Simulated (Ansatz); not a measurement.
Reaction (substitution at a C–Si bond): `N=[C]([AlH2])[SiH3]` + H–F → `N=[C](F)[AlH2]` + SiH₄

Program: Ansatz. Geometries: PBE0-D4/def2-TZVP. ΔE: electronic, gas phase. CCSD(T)/CBS is the MP2 limit (def2-TZVPP, def2-QZVPP) plus CCSD(T) − MP2 in def2-TZVPP, frozen cores. This one scheme is used for every species. Each species was taken in one conformer, which may not be the lowest.

`N=[C]([AlH2])[SiH3]`:

```xyz
10

N     0.585   -0.259   -1.618
C     0.174   -0.087   -0.413
Al    1.104   -1.084    1.036
Si   -1.276    1.103   -0.173
H     1.373   -0.918   -1.665
H     2.278   -1.992    0.468
H     0.736   -0.997    2.576
H    -1.743    1.677   -1.460
H    -0.846    2.189    0.752
H    -2.385    0.367    0.497
```

H–F:

Z-matrix (Å, degrees):
```
F
H 1 0.920
```

`N=[C](F)[AlH2]`:

```xyz
7

N    -0.824    1.047    1.161
C    -0.646   -0.048    0.577
F    -1.470   -1.056    0.950
Al    0.693   -0.490   -0.826
H    -0.164    1.743    0.820
H     0.786   -1.927   -1.471
H     1.624    0.731   -1.210
```

SiH₄:

Z-matrix (Å, degrees):
```
Si
H 1 1.485
H 1 1.485 2 109.5
H 1 1.485 2 109.5 3 -120.0
H 1 1.485 2 109.5 3 120.0
```

| species | HF/def2-QZVPP energy (Eh) |
| --- | --- |
| `N=[C]([AlH2])[SiH3]` | -626.68267 |
| H–F | -100.07004 |
| `N=[C](F)[AlH2]` | -435.49172 |
| SiH₄ | -291.26782 |

Work out ΔE.

ΔE = (-435.49172) + (-291.26782) − (-626.68267) − (-100.07004) = -0.00683 Eh = -0.19 eV. CCSD(T)/CBS gives +0.13 eV.

Largest T1 diagnostic among the species: 0.014.

From BLYP to BHLYP (50 % exact exchange), in def2-TZVPP and without D4, ΔE moves by +0.06 eV. Leaving LDA and LC-ωPBE aside and taking each functional with its dispersion term where it has one, the values, not all of them listed here, spread over 0.15 eV, from CAM-B3LYP-D4 to PBE-QIDH.
